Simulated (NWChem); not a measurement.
System: GeH₄TeO; SMILES O[Te][GeH3]

Here is an NWChem input.

```
start job
memory heap 200 mb stack 900 mb global 1100 mb
geometry units angstroms noautosym nocenter noautoz
  Te     0.328219     0.880696     0.215743
  O     -1.600076     1.280938    -0.216353
  H     -2.057839     1.318956     0.633566
  Ge    -0.019029    -1.657105     0.061378
  H      1.338453    -2.321434     0.361144
  H     -1.064761    -2.099002     1.101008
  H     -0.500244    -2.031447    -1.349897
end
basis spherical
  * library def2-svpd
end
ecp
  Te library def2-ecp
end
dft
  xc xpbe96 cpbe96
  iterations 150
end
property
  response 1 0.0
end
task dft property
```

Geometry: optimised at PBE0/def2-SVP. Not confirmed as a minimum by frequencies. def2 effective core potentials on Te; no spin-orbit coupling.

Static field.

Q: Predict the main results of this run. (PBE/def2-SVPD with def2 effective core potentials on Te.) Quantities: isotropic polarisability (bohr³); anisotropy (bohr³).

A: 
```
Item                              Value
--------------------------------  -----
isotropic polarisability (bohr³)   84.9
anisotropy (bohr³)                 31.3
```
